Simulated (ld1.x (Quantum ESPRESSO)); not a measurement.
# Fe (Z = 26): one change to a TM potential, before and after

- Element: iron (Fe)
- Generator: ld1.x (Quantum ESPRESSO) 7.5
- Type: norm-conserving Troullier–Martins (Kleinman–Bylander form)
- Functional: PBE
- Relativity: scalar-relativistic
- Frozen core: [Ne] 3s2
- Valence charge: 14
- Reference configuration: 3p6 3d6 4s1.75 4p0.25
- Partial waves: 4s (bound): rc 2.25 bohr; 3d (bound): rc 1.30 bohr; 3p (bound): rc 1.20 bohr
- Local potential: the p channel
- Core correction: none

Occupied shells without a wave of their own: 4p. They enter only through the test configuration that unscreens the potential.

Change: wave 4s (bound): rc 2.25 bohr becomes 4s (bound): rc 1.66 bohr.

Cutoffs: the cutoffs (Ry, on a coarse ladder) from which the occupation-weighted sum of valence levels, in a spherical-Bessel basis at the reference potential, stays within 10 and 1 mRy of its value at 400 Ry; they do not see the model core or the augmentation charge, which bear on the density cutoff. Errors are all-electron minus pseudo energies relative to the spin-unpolarised reference configuration.

Predict the effect on cutoff, ghosts and configuration errors.

The potential gets neither clearly harder nor softer (140 Ry and 200 Ry → 140 Ry and 200 Ry); both files keep a bound ghost (s); of the 7 tests that both files solve, the error grows in 1 and shrinks in 4 by more than 15 % and 0.3 meV (median size 29.9 → 22.6 meV).

| quantity | base | changed |
| --- | --- | --- |
| cutoff, loose | 140 Ry | 140 Ry |
| cutoff, tight | 200 Ry | 200 Ry |
| loose cutoff by channel (10 mRy a level) | s 6 Ry, d 110 Ry, p 55 Ry | s 21 Ry, d 110 Ry, p 55 Ry |
| bound ghosts | s | s |
| error for 3p6 3d6 4s2 4p0, meV [ΔE -1.00 eV] | -4.2 | -4.1 |
| error for 3p6 3d6 4s1 4p0, meV [ΔE 7.73 eV] | -11 | -9.5 |
| error for 3p6 3d6 4s0 4p0, meV [ΔE 23.93 eV] | -30 | -16 |
| error for 3p6 3d7 4s1 4p0, meV [ΔE -1.79 eV] | -37 | -23 |
| error for 3p6 3d6 4s0 4p2, meV [ΔE 7.46 eV] | +25 | +33 |
| error for 3p6 3d5 4s2 4p0, meV [ΔE 13.21 eV] | -60 | -46 |
| error for 3p6 3d4 4s0 4p0, meV [ΔE 111.25 eV] | +246 | +124 |

Base: The 4p level has no wave, so the channel is fitted at the deeper level alone: the likely source of the large errors. A true bound ghost makes a file unfit for plane-wave use even where its test errors are small: the radial tests pick states by their node count and pass the ghost by.
